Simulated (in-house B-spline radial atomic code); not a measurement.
RPA and G0W0 on wB97X: Rh4+

Configuration [Kr] 4d5, highest spin, mean-field start wB97X. Computed with a B-spline radial code for spherical atoms: all electrons, scalar-relativistic (spin-free one-electron X2C), finite nucleus, each spin shell either full or empty, empty states to l = 9 with an (l + 1/2)⁻⁴ tail; G0W0 by contour deformation at full frequency.

Command:
```bash
python run_gw.py task.json out
```
Settings (radii: box in bohr, nucleus in fm):
```
Z                        45
electrons                41
configuration            [Kr] 4d5
hamiltonian              x2c
method                   wb97x
lmax                     9
rms_radius               4.4945
spin_polarised           True
box_radius               11.96
intervals                68
```

Time taken, with all properties: 5.2 s on 1 thread of Arm Neoverse V2, with other jobs on the host.

Energies (hartree):

```json
{"term": "mean-field total", "value": "-4780.09270"}
{"term": "Hartree-Fock functional on these orbitals", "value": "-4777.75620"}
{"term": "direct second order", "value": "-3.3785"}
{"term": "second-order exchange", "value": "0.97672"}
{"term": "SOSEX correction", "value": "0.92027"}
```

(1) What is the RPA correlation energy, and what remains with SOSEX?

Quasi-particle levels (eV):

| level | occupied | mean field | Σx - vxc | Σc | QP weight | G0W0 |
| --- | --- | --- | --- | --- | --- | --- |
| 4d up | yes | -60.81 | -3.56 | ? | ? | ? |
| 4p down | yes | -104.64 | -3.89 | -0.21 | 0.951 | -108.74 |
| 4d down | no | -46.88 | 5.88 | -3.49 | 0.964 | -44.50 |

G0W0 = mean field + (Σx - vxc) + Σc, with Σc (partial-wave tail included) taken at the quasi-particle energy. Only the outer levels were computed. Levels of low weight are left out.

(2) Where does G0W0 put 4d up?

## Answers

(1) RPA gives -3.0372 hartree (-2.02 eV per electron); RPA + SOSEX gives -2.1169, and the second-order doubles -2.4018 hartree (no singles). RPA lacks exchange-type terms and so overcorrelates at short range.

(2) At -64.63 eV, with Σc = -0.26 eV and a quasi-particle weight of 0.963. The tabulated removal energy is 63 ± 1.9 eV (NIST, tabulated theory); the calculation leaves out spin-orbit coupling, Breit and QED terms, and what these don't explain is the method's own error.
